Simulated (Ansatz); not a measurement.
`[CH3][Al]([Cl])[SiH](O)F`, relaxed with RKS PBE-D4/def2-SVP in Ansatz from a rough embedded geometry. The force threshold is 0.03 eV/Å; the program also tests the step.

Total charge 0; spin multiplicity 1.

Start:

```xyz
11

C     1.429   -1.417    0.256
Al    0.895    0.483   -0.002
Cl    2.458    1.965   -0.329
Si   -1.333    1.209   -0.013
O    -2.215    0.313   -1.262
F    -2.071    0.786    1.501
H     2.488   -1.522    0.246
H     0.912   -2.000   -0.516
H     1.009   -1.751    1.316
H    -1.441    2.591   -0.219
H    -2.131   -0.658   -0.979
```

| step | energy (eV) | largest force (eV/Å) | largest move (Å) |
| --- | --- | --- | --- |
| 1 | -32851.6940 | 3.819 | 0.000 |
| 2 | -32852.1679 | 1.845 | 0.197 |
| 3 | -32852.2629 | 0.467 | 0.097 |
| 4 | -32852.2765 | 0.219 | 0.101 |
| 5 | -32852.2869 | 0.211 | 0.041 |
| 6 | -32852.2903 | 0.143 | 0.022 |
| 7 | -32852.2933 | 0.062 | 0.040 |
| 8 | -32852.2939 | 0.021 | 0.018 |

End:

```xyz
11

C     1.458   -1.422    0.281
Al    0.958    0.454    0.019
Cl    2.495    1.905   -0.258
Si   -1.390    1.207   -0.013
O    -2.310    0.355   -1.134
F    -1.953    0.906    1.514
H     2.556   -1.572    0.310
H     1.047   -2.061   -0.531
H     1.030   -1.805    1.234
H    -1.677    2.646   -0.325
H    -2.214   -0.613   -1.097
```

Run time 10 s (4 threads of an Intel Xeon 6975P-C on a shared host); peak host memory 0.25 GiB.
